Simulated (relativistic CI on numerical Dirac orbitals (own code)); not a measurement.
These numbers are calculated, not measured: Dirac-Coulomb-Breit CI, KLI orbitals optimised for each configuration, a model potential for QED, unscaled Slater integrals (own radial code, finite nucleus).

The strongest absorption lines from the ground level of an ion, among the configurations computed and to levels below about 235 eV (vacuum wavelength in Å, gf): 53.558 (0.038), 53.584 (0.02), 60.851 (0.074), 60.910 (0.039), 82.309 (0.22), 82.532 (0.12), 460.04 (0.64), 478.98 (0.3).

(1) Which ion is it?
A. Fe XVI
B. Cr XIV
C. Ca X
D. Ti XII

## Answers

(1) D. Ti XII has 11 electrons and the ground level 3s ²S1/2; the strongest line goes to 3p ²P°3/2. The pattern of lines fixes the number of electrons, and along that sequence the line energies rise steadily with the charge (about as its square where n changes within one kind of shell, about linearly where n is kept but much faster in heavy ions where fine structure, which grows about as Z⁴, sets the gap, and irregularly where shells cross), which fixes Z. Configurations outside the model, such as inner-shell arrays, can give stronger lines. At this charge energies of transitions that change n are usually good to better than 1 %, and those within a shell (Δn = 0) to a few per cent.
